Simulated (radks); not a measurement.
Values are calculated unless marked as measured or tabulated.
W5+, configuration [Xe] 4f14 5d1 (the NIST ground configuration).

Code: a radial shooting solver on a logarithmic mesh with Libxc functionals. Model: Dirac Kohn-Sham, PBE, spin-unpolarised, spherical densities, finite nucleus; open shells fill j = l - 1/2 first; Fermi nuclear charge, rms radius 5.3658 fm.

Energy parts (Ry):
| part | energy |
|---|---|
| total | -32316.6193 |
| kinetic | 36393.9497 |
| electron-nucleus | -80408.5432 |
| Hartree | 12344.5187 |
| exchange-correlation | -646.5444 |

Orbitals (lengths in bohr, moments of r in powers of bohr; r(max) is where P^2 peaks):
\begin{tabular}{lrrrrrrr}
orbital & occ. & eigenvalue (Ry) & <1/r> & r(max) & <r> & <r^2> & small-component weight \\ \hline
1s1/2 & 2 & -5103.115 & 87.04 & 0.01146 & 0.01835 & 0.0004632 & 7.79e-02 \\
2s1/2 & 2 & -883.8577 & 21.18 & 0.06588 & 0.07695 & 0.007063 & 1.76e-02 \\
2p1/2 & 2 & -845.5821 & 21.15 & 0.04896 & 0.06365 & 0.005042 & 1.77e-02 \\
2p3/2 & 4 & -746.1616 & 17.77 & 0.05580 & 0.07161 & 0.006242 & 1.60e-02 \\
3s1/2 & 2 & -206.8911 & 7.776 & 0.1855 & 0.2006 & 0.04613 & 5.81e-03 \\
3p1/2 & 2 & -189.8035 & 7.692 & 0.1737 & 0.1905 & 0.04232 & 5.75e-03 \\
3p3/2 & 4 & -168.3036 & 6.818 & 0.1877 & 0.2053 & 0.04891 & 5.26e-03 \\
3d3/2 & 4 & -139.4707 & 6.711 & 0.1471 & 0.1796 & 0.03791 & 5.14e-03 \\
3d5/2 & 6 & -134.7945 & 6.504 & 0.1509 & 0.1842 & 0.03972 & 5.01e-03 \\
4s1/2 & 2 & -46.12609 & 3.267 & 0.4211 & 0.4495 & 0.2283 & 1.91e-03 \\
4p1/2 & 2 & -39.03134 & 3.157 & 0.4208 & 0.4546 & 0.2355 & 1.82e-03 \\
4p3/2 & 4 & -34.05017 & 2.853 & 0.4504 & 0.4878 & 0.2709 & 1.63e-03 \\
4d3/2 & 4 & -22.38338 & 2.638 & 0.4471 & 0.5047 & 0.2954 & 1.44e-03 \\
4d5/2 & 6 & -21.46544 & 2.565 & 0.4565 & 0.5161 & 0.3087 & 1.39e-03 \\
5s1/2 & 2 & -10.06886 & 1.280 & 0.9601 & 1.054 & 1.244 & 4.38e-04 \\
5p1/2 & 2 & -7.92130 & 1.161 & 1.026 & 1.147 & 1.480 & 3.69e-04 \\
5p3/2 & 4 & -7.15058 & 1.062 & 1.104 & 1.234 & 1.713 & 3.23e-04 \\
4f5/2 & 6 & -6.86280 & 2.108 & 0.4261 & 0.5980 & 0.4454 & 9.87e-04 \\
4f7/2 & 8 & -6.69729 & 2.078 & 0.4311 & 0.6069 & 0.4593 & 9.66e-04 \\
5d3/2 & 1 & -4.22252 & 0.8156 & 1.348 & 1.572 & 2.812 & 1.97e-04 \\
5d5/2 & 0 & -4.13351 & 0.7968 & 1.378 & 1.605 & 2.929 & 1.90e-04 \\
6s1/2 & 0 & -3.58148 & 0.5568 & 2.202 & 2.335 & 6.050 & 1.11e-04 \\
6p1/2 & 0 & -2.98031 & 0.4996 & 2.455 & 2.599 & 7.507 & 9.34e-05 \\
6p3/2 & 0 & -2.81462 & 0.4725 & 2.602 & 2.737 & 8.328 & 8.68e-05 \\
\end{tabular}

The highest occupied level is 5d3/2 at -57.450 eV. The density falls to 0.001 e/bohr^3 at r = 2.88 bohr.
